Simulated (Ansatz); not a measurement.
CH4GeOS (SMILES C[O][Ge][SH]), singlet, at a GFN2-xTB geometry, with bond 5-3 at 1.8 times its length; SC-NEVPT2/6-31G, CASSCF(4,6) in Ansatz (a first-principles code).

The Ansatz input:
Ansatz 0.2 input:
```yaml
crystal:
  periodic: [false, false, false]
  atoms:
    - {symbol: Ge, position_ang: [0.29495730, -0.13224463, 0.62684760]}
    - {symbol: O, position_ang: [-1.07853175, -0.60109948, -0.39441560]}
    - {symbol: C, position_ang: [-2.15927612, -1.49358999, -0.29620139]}
    - {symbol: H, position_ang: [-3.09084974, -0.92850365, -0.37513910]}
    - {symbol: H, position_ang: [-2.06399917, -2.76843310, -1.79026297]}
    - {symbol: H, position_ang: [-2.15870136, -2.04894613, 0.64587874]}
    - {symbol: S, position_ang: [1.08609433, 1.34319448, -0.88402803]}
    - {symbol: H, position_ang: [2.12366324, 1.69033852, -0.12664548]}
basis:
  gaussian:
    orbitals: 6-31G
magnetization: {spin_polarized: false}
correlation: {method: sc_nevpt2, electrons: all, active_space: {window: {electrons: 4, orbitals: 6}}}
```

The log (banner, timings and long lists left out):

```
Functional definition: HF
723 factors; integrals over basis functions are off by at most 2.7e-4 eV
mean field evaluation 1: about -70404.3087 eV, gradient 3.2e1 eV
mean field evaluation 2: about -70404.3168 eV, gradient 3.2e1 eV
mean field evaluation 4: about -70406.9277 eV, gradient 3.1e0 eV
mean field evaluation 8: about -70406.9698 eV, gradient 1.1e-3 eV
mean field evaluation 16: about -70406.9540 eV, gradient 1.2e0 eV
mean field -70406.96982132 eV, -2587.4084173753 hartree, gradient 1.2e-6 eV, S^2 0.000000; 1 other end points of the search recorded, 0 dependent functions left out; unrestricted orbitals would lower it
reference -70406.96982132 eV, -2587.4084173753 hartree; 33, 33 occupied and 35, 35 virtual orbitals, 723 factors
state -70409.13602540 eV, -2587.4880239070 hartree
state -70409.13602540 eV, -2587.4880239070 hartree; corrected -70422.36552124 eV, -2587.9741989120 hartree
state -70408.95651803 eV, -2587.4814271327 hartree
state -70408.95651803 eV, -2587.4814271327 hartree; corrected -70422.51320853 eV, -2587.9796263196 hartree
state -70408.95651803 eV, -2587.4814271327 hartree; corrected -70422.51320853 eV, -2587.9796263196 hartree
the orbitals are reached from a further start. From the first start the search ends at -70409.13600592 eV, -2587.4880231912 hartree
WARN: the results are in doubt because another end's mean lies 0.180 eV lower, and its corrected mean 0.148 eV higher
Total energy: -70422.51320853 eV, -2587.9796263196 hartree
In doubt: another end's mean lies 0.180 eV lower, and its corrected mean 0.148 eV higher
```
